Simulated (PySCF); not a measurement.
Working out the ionisation energy of Zn⁺

Zn⁺ [Ar] 3d10 4s1 (2S) → Zn²⁺ [Ar] 3d10 (1S). Calculation: PySCF 2.14, in x2c-TZVPPall (6s5p4d2f1g, 64 functions); scalar relativity by spin-free X2C-1e. Frozen: [Ne]. Energies in hartree (1 hartree = 27.21139 eV):

```csv
part,Zn⁺ (lower),Zn²⁺ (upper)
UHF,-1793.967878,-1793.347653
MP2 opposite-spin,-0.519778,-0.499593
MP2 same-spin,-0.269160,-0.252999
```

What does Hartree-Fock give?

(-1793.347653) − (-1793.967878) = 0.620225 hartree = 16.877 eV.

What do MP2 and SCS-MP2 (6/5 opposite-spin, 1/3 same-spin) give?

The opposite-spin parts differ by 0.549 eV and the same-spin parts by 0.440 eV. MP2: 16.877 + (0.549) + (0.440) = 17.866 eV. SCS-MP2: 16.877 + 1.2 × (0.549) + (0.440)/3 = 17.682 eV.

Measured between the centres of the two terms (NIST): 17.964 eV, so MP2 (valence and next inner shell) is off by -0.098 eV.

What remains against the reference includes basis incompleteness, the frozen core and correlation beyond second order.
